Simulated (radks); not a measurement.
Results of a calculation; reference values are marked as such.
The rubidium anion Rb- inside a hard spherical wall (all orbitals vanish at R), configuration held at [Kr] 5s2 and not refilled when levels cross. Code: a radial shooting solver on a logarithmic mesh with Libxc functionals. Model: scalar-relativistic Kohn-Sham, LDA (Slater exchange, Perdew-Wang correlation), spin-unpolarised, spherical densities, finite nucleus; Fermi nuclear charge, rms radius 4.2036 fm. Eigenvalues in eV, with the zero of energy where the potential of the charges vanishes at infinity; a dash marks a level that is unbound or too diffuse for the functional's potential to be trusted. A positive occupied level is held by the wall or, in an anion where self-interaction has pushed it up, behind a barrier. The pressure on the wall is -dE/dV.

| R (bohr) | E (hartree) | kinetic (hartree) | e(3d) | e(4s) | e(4p) | e(5s) | e(5p, empty) | e(6s, empty) | pressure (GPa) |
|---|---|---|---|---|---|---|---|---|---|
| 20 | -2977.64443 | 3048.524 | -100.28 | -28.042 | -12.115 | 0.748 | 1.590 | 1.958 | 0.00129 |
| 10 | -2977.61257 | 3048.636 | -98.551 | -26.335 | -10.434 | 2.052 | 3.711 | 7.345 | 0.356 |
| 7 | -2977.49343 | 3048.975 | -96.135 | -24.013 | -8.188 | 4.813 | 7.770 | 17.628 | 4.18 |
| 4 | -2976.24095 | 3052.841 | -85.772 | -15.601 | -0.073 | 24.100 | 32.979 | 75.937 | 209 |
| 3.5 | -2975.21940 | 3056.084 | -79.682 | -11.168 | 4.534 | 37.033 | 48.298 | 108.65 | 544 |
| 3 | -2973.08314 | 3062.608 | -69.509 | -3.637 | 12.780 | 60.998 | 75.387 | 164.39 | 1610 |
| 2.5 | -2968.15908 | 3076.631 | -52.418 | 10.638 | 28.995 | 108.76 | 127.17 | 267.32 | 5610 |
